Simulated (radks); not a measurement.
Results of a calculation; reference values are marked as such.
Polarisability of the fluorine ion F6+, [He] 2s1, at imaginary frequency. Level of theory: scalar-relativistic Kohn-Sham, LB94 model potential, spin-unpolarised, spherical densities, finite nucleus; Fermi nuclear charge, rms radius 2.8976 fm; without spin polarisation the odd electron is poorly described (a radial shooting solver on a logarithmic mesh with Libxc functionals). Response by self-consistent Sternheimer equations with the Hartree and adiabatic LDA kernel, the relativistic mass of each level held fixed and spin-orbit coupling left out.

w (hartree),alpha1(iw) (bohr^3),alpha2(iw) (bohr^5)
0.00266,0.5800,0.08112
0.0143,0.5796,0.08112
0.0360,0.5771,0.08111
0.0697,0.5694,0.08109
0.118,0.5505,0.08105
0.186,0.5123,0.08095
0.280,0.4470,0.08073
0.413,0.3548,0.08029
0.605,0.2511,0.07936
0.892,0.1595,0.07739
1.35,0.09425,0.07313
2.12,0.05411,0.06386
3.59,0.02982,0.04575
6.94,0.01350,0.02099
17.5,0.003888,0.004306

Static values: alpha1 = 0.5800 bohr^3 (0.08595 angstrom^3; uncoupled 0.8060), alpha2 = 0.08112 bohr^5, alpha3 = 0.07358 bohr^7. C6 = 0.1387, C8 = 0.1899, triple-dipole C9 = 0.05758 atomic units. One-pole (London) frequency 4 C6 / (3 alpha1^2) = 0.550 hartree, against 6.704 for minus the highest occupied eigenvalue.
